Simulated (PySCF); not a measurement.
Species: C4H5FN2O.
Atom-mapped SMILES: `[F:1][CH2:2][O:3][c:4]1[cH:5][cH:6][n:7][nH:8]1` (hydrogens: H9, H10 on C2; H11 on C5; H12 on C6; H13 on N8)

Cartesian coordinates in Å at the PBE0-D3(BJ)/def2-SVP level; atoms count from 1:
```xyz
13
C4H5FN2O angstrom
F     -2.893   -0.313   -1.646
C     -1.932   -0.505   -0.732
O     -0.879    0.346   -1.068
C      0.183    0.296   -0.257
C      0.503   -0.447    0.867
C      1.797    0.022    1.207
N      2.227    0.956    0.379
N      1.232    1.110   -0.502
H     -2.318   -0.253    0.274
H     -1.594   -1.558   -0.764
H     -0.092   -1.207    1.366
H      2.425   -0.299    2.038
H      1.310    1.774   -1.261
```

Computed with PySCF at CAM-B3LYP/def2-SVPD, non-relativistic, on one gas-phase PBE0-D3(BJ)/def2-SVP geometry that isn't relaxed in the solvent. The solvent is an IEF-PCM continuum (van der Waals radii × 1.2). Specific hydrogen bonds and non-electrostatic terms are outside this model.

Gas phase at CAM-B3LYP/def2-SVPD: HOMO -8.16 eV, LUMO 1.15 eV, dipole 1.77 D.

Question: What does the continuum do to the energy, the frontier levels and the dipole at CAM-B3LYP/def2-SVPD in chloroform?

Answer: 
```tsv
solvent	ε	E(solvent) − E(gas) (kJ/mol)	polarisation term (kJ/mol)	distortion of the solute (kJ/mol)	HOMO (eV)	LUMO (eV)	dipole (D)
chloroform	4.711	-27.35	-30.66	3.31	-8.12	1.41	2.31
```

The first energy column is the sum of the next two and covers electrostatics alone. The atom shares or the degeneracy of the LUMO differ from the gas phase in chloroform, so that column needn't follow one orbital.

Question: Which radius a makes the point-dipole formula ΔE = −[(ε − 1)/(2ε + 1)]·μ²/a³ give the value in chloroform, with the gas-phase dipole?

Answer: μ = 0.697 au and |ΔE| = 0.01042 Eh give a = 1.35 Å; the farthest nucleus lies 3.34 Å from the centroid of the nuclei, so such a sphere wouldn't even hold the nuclei. The formula assumes a rigid point dipole at the centre of a sphere.

Question: Give the dipole vector in the frame of the coordinates (D, pointing from negative to positive charge), gas and chloroform.

Answer: Gas (-1.24, -1.14, 0.55), solvent (-1.68, -1.46, 0.63). Its length changes by +31 % and its direction by 3°.

Question: How does the static polarisability (CAM-B3LYP/def2-SVPD, frozen core, with the continuum's full static response) change?

Answer: 
| medium | isotropic (au) | principal values (au) | ⟨r²⟩ of the electrons (bohr²) |
| --- | --- | --- | --- |
| gas | 64.3 | 44.2, 66.7, 81.9 | 1065.2 |
| chloroform | 78.4 | 54.0, 83.4, 97.9 | 1066.0 |

The isotropic value in chloroform is 1.22 times the gas-phase one; no cavity-field correction is applied. ⟨r²⟩ is taken about the centre of nuclear charge.

Cost: about 80 s of CPU time on one thread; the machine was shared, so the figure is rough. This is the whole response run at CAM-B3LYP/def2-SVPD in chloroform, SCF included.
